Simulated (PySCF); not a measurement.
**Si(2+): ionisation energy**

Si(2+) [Ne] 3s2 (1S) → Si(3+) [Ne] 3s1 (2S), as a difference of total energies. Computed with PySCF 2.14 in x2c-QZVPPall, with scalar relativity by spin-free X2C-1e. Correlated levels: valence: [Ne] frozen; valence and next inner shell: 1s2 frozen. The calculations carry no spin-orbit coupling.

```tsv
method	ionisation energy (eV)	error (eV)
UHF	32.020	-1.473
LDA	33.592	+0.099
PBE	33.447	-0.046
PBE0	33.309	-0.184
r2SCAN	32.936	-0.557
MN15	33.180	-0.313
BP86	33.523	+0.030
HSE06	33.317	-0.176
M06-L	33.334	-0.159
MP2 (valence)	32.929	-0.564
SCS-MP2 (valence)	33.111	-0.382
MP2 (valence and next inner shell)	33.187	-0.306
SCS-MP2 (valence and next inner shell)	33.313	-0.180
```

Reference: 33.493 eV (measured; NIST Atomic Spectra Database, ionization energies).

Errors of the correlated levels include the incompleteness of this basis and the frozen core.

MP2 underrates the near-degeneracy of ns² with np² in the lower species.
